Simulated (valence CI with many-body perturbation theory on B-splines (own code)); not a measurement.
# P I: electric-dipole lines

Method: configuration interaction combined with many-body perturbation theory (CI+MBPT): five valence electrons over a frozen Dirac-Fock core [Ne], radial functions for each j: 9 s, 9 p, 8 d, 6 f, 3 g, 1 h, with the one-electron correlation potential Σ1, the two-electron term Σ2, the three-electron term Σ3, Breit, model QED; selected CI, second order for the rest, scaled by the run's own slope (own B-spline code, finite nucleus).

Against 25 measured levels this calculation errs by 56 cm⁻¹ on average and by 186 at most. These come from a selection out of the NIST Handbook of Basic Atomic Spectroscopic Data. Levels without a partner in it may be off by more. Among the levels kept, up to 2600 cm⁻¹ of a level comes from second order outside the variational space, and about a tenth of that is noise between levels of different J, which matters for small intervals.

Lines 201 to 250 of 293 in falling wavelength, among levels below 9.319 eV, chosen from the strongest by gf and those to the six lowest levels. Wavelengths and rates use the calculated energies, so an error of 60 cm⁻¹ moves a line at 186.2 nm by 0.11 % and its rate by three times that or more. Electric multipoles are in the length gauge, E1 and E2 with the static RPA response of the core. Weak lines are less certain than strong ones. Lines between different terms over intervals too small for the method are left out, as are lines whose strength nearly cancels. Where a level lies close to another of its J and parity, the split of strength between their lines is uncertain. The highest levels of a list are the least certain.

Names give the largest LS component (configuration and term), which can be under half, so a name can repeat, a term be missing and a line seem to break the LS rules; names also repeat where a configuration has a term twice. Letters in brackets count levels of one name in rising energy.

| λ vac (nm) | λ from measured levels | Upper | Lower | A (s⁻¹) | log gf | Branch % |
| --- | --- | --- | --- | --- | --- | --- |
| 194.0 |  | 3s2 3p2 3d 2F_5/2 | 3s2 3p3 2P°_3/2 | 2.81e+04 | -4.02 | 0.0 |
| 191.1 |  | 3s2 3p2 3d 2D_3/2 [a] | 3s2 3p3 2P°_3/2 | 4.31e+06 | -2.03 | 6.0 |
| 191.0 |  | 3s2 3p2 3d 2D_5/2 [a] | 3s2 3p3 2P°_3/2 | 1.38e+07 | -1.34 | 17.3 |
| 190.8 |  | 3s2 3p2 3d 2D_3/2 [a] | 3s2 3p3 2P°_1/2 | 9.56e+06 | -1.68 | 13.3 |
| 187.5 |  | 3s2 3p2 5s 4P_1/2 | 3s2 3p3 2P°_3/2 | 1.73e+05 | -3.74 | 0.1 |
| 187.2 |  | 3s2 3p2 5s 4P_1/2 | 3s2 3p3 2P°_1/2 | 2.57e+05 | -3.57 | 0.2 |
| 186.9 |  | 3s2 3p2 3d 4P_5/2 | 3s2 3p3 2P°_3/2 | 4.06e+06 | -1.89 | 0.7 |
| 186.9 |  | 3s2 3p2 5s 4P_3/2 | 3s2 3p3 2P°_3/2 | 6.88e+05 | -2.84 | 0.2 |
| 186.6 |  | 3s2 3p2 5s 4P_3/2 | 3s2 3p3 2P°_1/2 | 4.23e+04 | -4.05 | 0.0 |
| 186.4 |  | 3s2 3p2 3d 4P_3/2 | 3s2 3p3 2P°_3/2 | 1.12e+05 | -3.63 | 0.0 |
| 186.2 | 185.9 | 3s2 3p2 4s 2D_3/2 | 3s2 3p3 2D°_5/2 | 1.95e+07 | -1.39 | 7.1 |
| 186.2 | 185.9 | 3s2 3p2 4s 2D_5/2 | 3s2 3p3 2D°_5/2 | 2.23e+08 | -0.16 | 81.0 |
| 186.1 | 185.9 | 3s2 3p2 4s 2D_3/2 | 3s2 3p3 2D°_3/2 | 2.15e+08 | -0.35 | 78.9 |
| 186.1 |  | 3s2 3p2 3d 4P_1/2 | 3s2 3p3 2P°_3/2 | 3.07e+04 | -4.50 | 0.0 |
| 186.1 | 185.9 | 3s2 3p2 4s 2D_5/2 | 3s2 3p3 2D°_3/2 | 1.76e+07 | -1.26 | 6.4 |
| 186.1 |  | 3s2 3p2 3d 4P_3/2 | 3s2 3p3 2P°_1/2 | 3.29e+06 | -2.16 | 1.3 |
| 185.8 |  | 3s2 3p2 3d 4P_1/2 | 3s2 3p3 2P°_1/2 | 2.16e+05 | -3.65 | 0.0 |
| 185.7 |  | 3s2 3p2 5s 4P_5/2 | 3s2 3p3 2P°_3/2 | 2.22e+06 | -2.16 | 8.5 |
| 185.7 |  | 3s2 3p2 3d 2D_3/2 [b] | 3s2 3p3 2P°_3/2 | 2.86e+07 | -1.23 | 13.9 |
| 185.5 |  | 3s2 3p2 5s 2P_1/2 | 3s2 3p3 2P°_3/2 | 8.15e+06 | -2.08 | 7.2 |
| 185.4 |  | 3s2 3p2 3d 2D_3/2 [b] | 3s2 3p3 2P°_1/2 | 1.34e+08 | -0.56 | 65.1 |
| 185.2 |  | 3s2 3p2 5s 2P_1/2 | 3s2 3p3 2P°_1/2 | 1.71e+07 | -1.75 | 15.2 |
| 185.0 |  | 3s2 3p2 3d 2D_5/2 [b] | 3s2 3p3 2P°_3/2 | 1.84e+08 | -0.25 | 76.6 |
| 184.3 |  | 3s2 3p2 5s 2P_3/2 | 3s2 3p3 2P°_3/2 | 2.22e+07 | -1.35 | 19.9 |
| 184.0 |  | 3s2 3p2 5s 2P_3/2 | 3s2 3p3 2P°_1/2 | 4.38e+06 | -2.05 | 3.9 |
| 179.0 | 178.8 | 3s2 3p2 4s 4P_1/2 | 3s2 3p3 4S°_3/2 | 2.00e+08 | -0.72 | 99.7 |
| 178.4 | 178.3 | 3s2 3p2 4s 4P_3/2 | 3s2 3p3 4S°_3/2 | 2.02e+08 | -0.41 | 99.6 |
| 177.6 | 177.5 | 3s2 3p2 4s 4P_5/2 | 3s2 3p3 4S°_3/2 | 2.03e+08 | -0.24 | 100.0 |
| 177.1 |  | 3s2 3p2 3d 2P_3/2 | 3s2 3p3 2D°_5/2 | 5.83e+05 | -2.96 | 0.7 |
| 176.9 |  | 3s2 3p2 3d 2P_3/2 | 3s2 3p3 2D°_3/2 | 1.13e+06 | -2.67 | 1.3 |
| 176.3 |  | 3s2 3p2 3d 2P_1/2 | 3s2 3p3 2D°_3/2 | 4.80e+05 | -3.35 | 0.6 |
| 176.1 |  | 3s2 3p2 3d 4F_3/2 | 3s2 3p3 2D°_5/2 | 3.30e+04 | -4.21 | 2.5 |
| 176.0 |  | 3s2 3p2 3d 4F_3/2 | 3s2 3p3 2D°_3/2 | 1.45e+05 | -3.57 | 11.0 |
| 175.7 |  | 3s2 3p2 3d 4F_5/2 | 3s2 3p3 2D°_5/2 | 1.71e+05 | -3.32 | 12.3 |
| 175.6 |  | 3s2 3p2 3d 4F_5/2 | 3s2 3p3 2D°_3/2 | 2.04e+05 | -3.25 | 14.6 |
| 175.5 |  | 3s2 3p2 3d 4F_7/2 | 3s2 3p3 2D°_5/2 | 4.16e+05 | -2.81 | 30.7 |
| 172.9 | 172.8 | 3s2 3p2 4s 2P_1/2 | 3s2 3p3 4S°_3/2 | 2.43e+05 | -3.66 | 0.1 |
| 172.0 | 171.9 | 3s2 3p2 4s 2P_3/2 | 3s2 3p3 4S°_3/2 | 4.27e+05 | -3.12 | 0.1 |
| 171.2 |  | 3s2 3p2 3d 4D_1/2 | 3s2 3p3 2D°_3/2 | 1.07e+02 | -7.03 | 0.0 |
| 171.2 |  | 3s2 3p2 3d 4D_3/2 | 3s2 3p3 2D°_5/2 | 2.04e+04 | -4.45 | 0.5 |
| 171.1 |  | 3s2 3p2 3d 4D_3/2 | 3s2 3p3 2D°_3/2 | 1.72e+05 | -3.52 | 4.5 |
| 171.0 |  | 3s2 3p2 3d 4D_5/2 | 3s2 3p3 2D°_5/2 | 3.11e+04 | -4.09 | 0.5 |
| 171.0 |  | 3s2 3p2 3d 4D_7/2 | 3s2 3p3 2D°_5/2 | 2.34e+06 | -2.09 | 50.8 |
| 170.9 |  | 3s2 3p2 3d 4D_5/2 | 3s2 3p3 2D°_3/2 | 1.77e+06 | -2.33 | 29.5 |
| 169.6 |  | 3s2 3p2 3d 2F_5/2 | 3s2 3p3 2D°_5/2 | 1.14e+07 | -1.53 | 6.2 |
| 169.5 |  | 3s2 3p2 3d 2F_5/2 | 3s2 3p3 2D°_3/2 | 1.70e+08 | -0.36 | 92.5 |
| 168.9 |  | 3s2 3p2 3d 2F_7/2 | 3s2 3p3 2D°_5/2 | 1.83e+08 | -0.20 | 98.8 |
| 168.1 | 168.0 | 3s 3p4 4P_5/2 | 3s2 3p3 4S°_3/2 | 3.01e+06 | -2.12 | 99.9 |
| 167.7 | 167.5 | 3s 3p4 4P_3/2 | 3s2 3p3 4S°_3/2 | 4.12e+06 | -2.16 | 99.9 |
| 167.4 | 167.2 | 3s 3p4 4P_1/2 | 3s2 3p3 4S°_3/2 | 3.43e+06 | -2.54 | 99.9 |
